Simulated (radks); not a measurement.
Values are calculated unless marked as measured or tabulated.
Ba3+, configuration [Kr] 4d10 5s2 5p5.

Code: a radial shooting solver on a logarithmic mesh with Libxc functionals. Model: scalar-relativistic Kohn-Sham, HCTH/407, spin-polarised, spherical densities, point nucleus; open shells are filled with parallel spins first (spin-orbit coupling, left out, can overturn this in heavy ions).

Energy parts (hartree):
part                       energy
total                  -8138.6066
kinetic                 8591.0177
electron-nucleus      -19641.0811
Hartree                 3113.3538
exchange-correlation    -201.8970

Orbitals (lengths in bohr, moments of r in powers of bohr; <r^-3> diverges for s and p1/2; r(90%) holds 90 % of the orbital's charge):
orbital  occ.  eigenvalue (hartree)  r(90%)  <r^-3>      <r^2>      <r^4>
1s up       1             -1369.895  0.0461       -  0.0008891  2.077e-06
1s down     1             -1369.893  0.0461       -  0.0008891  2.077e-06
2s up       1             -217.6282   0.170       -    0.01421  0.0003467
2s down     1             -217.6268   0.170       -    0.01421  0.0003467
2p up       3             -195.3593   0.157    7027    0.01129  0.0002521
2p down     3             -195.3571   0.157    7027    0.01129  0.0002521
3s up       1             -46.76460   0.428       -    0.09730    0.01435
3s down     1             -46.76256   0.428       -    0.09729    0.01434
3p up       3             -39.61833   0.434    1385    0.09728    0.01499
3p down     3             -39.61598   0.434    1385    0.09727    0.01498
3d up       5             -29.23722   0.417   190.7    0.08359    0.01263
3d down     5             -29.23494   0.417   190.7    0.08358    0.01263
4s up       1              -9.96661   0.967       -     0.5107     0.3801
4s down     1              -9.96268   0.967       -     0.5106     0.3797
4p up       3              -7.65555    1.04   290.4     0.5793     0.5034
4p down     3              -7.65162    1.04   290.4     0.5788     0.5021
4d up       5              -4.29433    1.20   32.25     0.7359     0.8883
4d down     5              -4.28857    1.20   32.31     0.7332     0.8793
5s up       1              -2.15973    2.28       -      2.853      11.74
5s down     1              -2.12088    2.28       -      2.858      11.86
5p up       3              -1.58052    2.62   43.89      3.713      20.34
5p down     2              -1.54192    2.65   43.63      3.769      21.17

The highest occupied level is 5p down at -41.958 eV. Spin moment in Bohr magnetons: 1. For comparison, the ionisation energy in NIST's Atomic Spectra Database is 47.0 eV (semi-empirical). In exact Kohn-Sham theory the highest level is minus the ionisation energy, but local and semilocal functionals leave it too shallow, through self-interaction and a potential that decays too fast; potentials with the right tail come closer.
